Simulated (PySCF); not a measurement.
From computed data to an observable: entropy of an ideal gas

FeO4, SMILES [O]=[Fe](=[O])(=[O])=[O], multiplicity 1.

Coordinates come from a PBE-D3(BJ)/def2-SVP optimisation. The spin state was assumed, not searched.

PBE-D3(BJ)/def2-SVP (PySCF 2.14.0) gives the harmonic wavenumbers 370, 370, 417, 417, 417, 880, 958, 958, 958 cm⁻¹ and the rotational temperatures 0.2254, 0.2254, 0.2254 K. The molar mass is 119.84 g/mol, the symmetry number 12, the spin multiplicity 1.

**Question.** Work out the entropy at 298.15 K and 1 atm in the rigid-rotor, harmonic-oscillator model.

**Answer.** 
Translation (Sackur–Tetrode at 1 atm): S = R[1.5 ln M + 2.5 ln T − 1.16487] = 168.4 J/(mol K).
Rotation: q = (√π/σ) T^1.5/√(θA θB θC) = 7110, S = R[ln q + 3/2] = 86.2 J/(mol K).
Vibration: with u = 1.4388 ν/T, each mode gives R[u/(e^u − 1) − ln(1 − e^−u)]:
```
ν (cm⁻¹)  modes     u  S (J/(mol K))
--------  -----  ----  -------------
370           2  1.79           9.04
417           3  2.01          11.32
880           1  4.25           0.63
958           3  4.62           1.39
```
These are all the modes. Sum 22.4 J/(mol K).
Spin: R ln 1 = 0.0 J/(mol K).
Total 277.0 J/(mol K); the program's own thermochemistry gives 277.0. Translation makes up 61 % and vibration 8 %. Anharmonicity, hindered rotation and orbital degeneracy are left out.
